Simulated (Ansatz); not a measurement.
Reaction (redistribution): `[BH2][SbH][SiH3]` + `[BH2][Ga]([OH])[F]` → `[BH2][Ga]([BH2])[F]` + `[OH][SbH][SiH3]`

Isolated molecules relaxed with PBE0-D4/def2-TZVP in Ansatz; ΔE leaves out vibrations. CCSD(T)/CBS adds triple-zeta CCSD(T) − MP2 to the extrapolated MP2 energy (def2 sets, frozen cores). DFT in def2-TZVPP. Elements past krypton have def2 core potentials. For Ga, Sb outer-core shells are correlated without core-valence functions, which leaves a few kJ/mol of doubt a bond. Scalar relativity is left out up to krypton. Each species was taken in one conformer, which may not be the lowest.

`[BH2][SbH][SiH3]`:

Cartesian coordinates in Å:
```
B 0.930 -1.126 1.175
Sb 0.909 1.025 0.719
Si -1.128 0.670 -0.797
H -0.033 -1.602 1.698
H 1.894 -1.798 0.975
H 2.062 0.970 -0.536
H -1.326 1.885 -1.629
H -2.303 0.482 0.092
H -1.005 -0.506 -1.696
```

`[BH2][Ga]([OH])[F]`:

```xyz
7

B    -1.389   -0.494    0.595
Ga    0.327    0.311   -0.240
O     1.955   -0.403   -0.273
F     0.304    1.886   -1.043
H    -1.680   -0.269    1.729
H    -2.115   -1.187   -0.050
H     2.598    0.156   -0.718
```

`[BH2][Ga]([BH2])[F]`:

```xyz
8

B     1.920   -0.452    0.034
Ga   -0.005    0.240   -0.376
B    -1.914    0.136    0.461
F    -0.025    1.198   -1.879
H     2.311   -1.507   -0.375
H     2.688    0.180    0.700
H    -2.677   -0.742    0.181
H    -2.298    0.947    1.253
```

`[OH][SbH][SiH3]`:

```xyz
8

O    -0.601    1.187    1.584
Sb    0.171   -0.620    1.310
Si    0.475   -0.224   -1.222
H    -0.349    1.516    2.450
H    -1.337   -1.387    1.013
H    -0.717    0.450   -1.796
H     0.679   -1.539   -1.889
H     1.680    0.617   -1.449
```

```json
{"level": "r2SCAN0-D4", "ΔE (eV)": "1.33"}
{"level": "ωB97M-V", "ΔE (eV)": "1.23"}
{"level": "r2SCAN", "ΔE (eV)": "1.25"}
{"level": "HF/def2-QZVPP", "ΔE (eV)": "1.22"}
```

(1) What does CCSD(T)/CBS give? (Estimate.)

Largest T1 diagnostic among the species: 0.015.

Results:

(1) The calculation gave: +1.26 eV. The listed levels differ from it by 0.07, -0.03, -0.01, -0.04 eV.

From r2SCAN to r2SCAN0 (25 % exact exchange), in def2-TZVPP and without D4, ΔE moves by +0.07 eV. At CCSD(T), def2-SVP lies +0.27 eV from the extrapolated value and def2-TZVPP +0.09 eV.
